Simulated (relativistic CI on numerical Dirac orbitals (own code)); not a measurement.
# Slater and spin-orbit integrals, Tm47+

Computed by Dirac-Coulomb-Breit CI, separate exchange-only KLI orbitals for each configuration, a model potential for QED, unscaled Slater integrals (own radial code, finite nucleus).

Slater integrals F^k, G^k are unscaled and averaged over j, outside the closed core [Ne]; ζ comes from projecting the Hamiltonian with its Breit term on Σ l·s of the shell.

- 3s2 3p6 3d4: F^2(3d,3d) = 556000, F^4(3d,3d) = 359270, ζ(3d) = 168470 cm⁻¹; <r>(3d) = 0.1839, <r^2>(3d) = 0.03919 (bohr units).
- 3s2 3p5 3d5: ζ(3p) = 1.2562e+06, F^2(3d,3d) = 555140, F^4(3d,3d) = 358700, F^2(3p,3d) = 479680, G^1(3p,3d) = 509050, G^3(3p,3d) = 340430, ζ(3d) = 167020 cm⁻¹; <r>(3p) = 0.2062, <r^2>(3p) = 0.04922, <r>(3d) = 0.1842, <r^2>(3d) = 0.0393 (bohr units).
- 3s 3p6 3d5: F^2(3d,3d) = 554850, F^4(3d,3d) = 358510, G^2(3s,3d) = 389370, ζ(3d) = 167790 cm⁻¹; <r>(3s) = 0.2097, <r^2>(3s) = 0.05025, <r>(3d) = 0.1843, <r^2>(3d) = 0.03934 (bohr units).

Task: Give the Racah parameters of the d shell in 3s2 3p6 3d4.

Result: B = F²/49 − 5F⁴/441 = 7273 cm⁻¹ and C = 35F⁴/441 = 28514 cm⁻¹.

Averages of the first 10 configurations, taken without configuration mixing, which lowers the lowest level and can move excited configurations by several eV; other configurations of the list can lie among them:

| Configuration | Parity | States | Average energy above the lowest level (eV) |
| --- | --- | --- | --- |
| 3s2 3p6 3d4 | even | 210 | 133.2 |
| 3s2 3p5 3d5 | odd | 1512 | 530.2 |
| 3s 3p6 3d5 | even | 504 | 890.3 |
| 3s2 3p6 3d3 4s | even | 240 | 1734.9 |
| 3s2 3p6 3d3 4p | odd | 720 | 1871.1 |
| 3s2 3p6 3d3 4d | even | 1200 | 2026.9 |
| 3s2 3p5 3d4 4s | odd | 2520 | 2122.3 |
| 3s2 3p6 3d3 4f | odd | 1680 | 2150.2 |
| 3s 3p6 3d4 4s | even | 840 | 2484.6 |
| 3p6 3d5 4p | odd | 1512 | 3377.4 |
